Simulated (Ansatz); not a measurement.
`F/C=C(\F)C(F)F` + HI → `F/C=C(/F)I` + `FCF`  (substitution at a C–C bond)

Program: Ansatz. Geometries: PBE0-D4/def2-TZVP. ΔE: electronic, gas phase. CCSD(T)/CBS adds triple-zeta CCSD(T) − MP2 to the extrapolated MP2 energy (def2 sets, frozen cores). This one scheme is used for every species. Double bonds are as drawn, so ΔE can hold a change between cis and trans. DFT in def2-TZVPP. def2 core potentials past Kr. For I outer-core shells are correlated without core-valence functions, which leaves a few kJ/mol of doubt a bond. One conformer a species, not always the lowest.

`F/C=C(\F)C(F)F`:

Cartesian coordinates in Å:
```
F 0.093 -2.556 0.232
C -0.365 -1.318 0.116
C 0.449 -0.283 0.003
F 1.773 -0.417 -0.008
C 0.005 1.134 -0.143
F -1.342 1.196 -0.226
F 0.391 1.856 0.938
H -1.441 -1.222 0.118
H 0.438 1.610 -1.030
```

HI:

```xyz
2

I     0.018    0.246    0.766
H    -0.018   -0.246   -0.766
```

`F/C=C(/F)I`:

```xyz
6

F     0.305    1.147    1.306
C     0.283   -0.037    0.708
C    -0.172   -0.188   -0.526
F    -0.173   -1.395   -1.082
I    -0.905    1.332   -1.708
H     0.662   -0.860    1.302
```

`FCF`:

```xyz
5

F    -1.255   -0.154    0.343
C     0.054    0.016    0.049
F     0.222   -0.152   -1.282
H     0.344    1.036    0.314
H     0.635   -0.746    0.576
```

```json
{"level": "BLYP-D4", "ΔE (kJ/mol)": "22.7"}
{"level": "CAM-B3LYP-D4", "ΔE (kJ/mol)": "38.2"}
{"level": "PBE0", "ΔE (kJ/mol)": "34.4"}
{"level": "r2SCANh", "ΔE (kJ/mol)": "36.4"}
{"level": "BHLYP", "ΔE (kJ/mol)": "40.3"}
{"level": "CAM-B3LYP", "ΔE (kJ/mol)": "39.3"}
{"level": "CCSD/def2-SVP", "ΔE (kJ/mol)": "54.9"}
{"level": "CCSD(T)/def2-TZVPP", "ΔE (kJ/mol)": "34.6"}
```

Question: What does CCSD(T)/CBS give? (Estimate.)

Answer: Computed: +30.1 kJ/mol. The listed levels differ from it by -7.4, 8.1, 4.3, 6.3, 10.2, 9.2, 24.8, 4.5 kJ/mol.

Largest T1 diagnostic among the species: 0.012.

From BLYP to BHLYP (50 % exact exchange), in def2-TZVPP and without D4, ΔE moves by +15.6 kJ/mol. At CCSD(T), def2-SVP lies +22.9 kJ/mol from the extrapolated value and def2-TZVPP +4.5 kJ/mol. In def2-TZVPP, CCSD(T) changes the Hartree–Fock value by −13.6 kJ/mol (the triples alone add −3.4 kJ/mol) and MP2 by −21.8 kJ/mol.
